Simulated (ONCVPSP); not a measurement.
## Transferability test, ONCV potential for In

ONCVPSP 4.0.1 input, shortened (lines: element, Z, core and valence counts, functional; n l f; lmax; l rc ep ncon nbas qcut; lloc lpopt rc5 dvloc0; l nproj debl; icmod fcfact rcfact), PBE, fully relativistic:

```
  In 49.00    6    5        4      upf
    1    0    2.00
    2    0    2.00
    2    1    6.00
    3    0    2.00
    3    1    6.00
    3    2   10.00
    4    0    2.00
    4    1    6.00
    4    2   10.00
    5    0    1.75
    5    1    1.25
    2
    0    1.50    0.00    4    9   10.40
    1    1.25    0.00    3    6   13.90
    2    1.30    0.00    4    8   12.40
    4    4    1.00    2.00
    0    2    1.10
    1    2    2.20
    2    3    2.60
    3    3.25    1.45
```

Open shells are filled in proportion to 2j + 1.

Energies are relative to the spin-unpolarised reference configuration 4s2 4p6 4d10 5s1.75 5p1.25; without spin polarisation the order of configurations can differ from experiment.

```csv
valence configuration,charge,ΔE all-electron (eV),error AE − PS (meV)
4s2 4p6 4d10 5s2 5p1,0,-1.430,0.0
4s2 4p6 4d10 5s2 5p0,+1,3.944,+0.3
4s2 4p6 4d10 5s1 5p0,+2,23.180,+0.4
```

Problem. What are ΔE and the potential's error for 4s2 4p5 4d10 5s2 5p1?

Solution. ΔE = 84.349 eV all-electron; the error (AE − PS) is +0.1 meV.
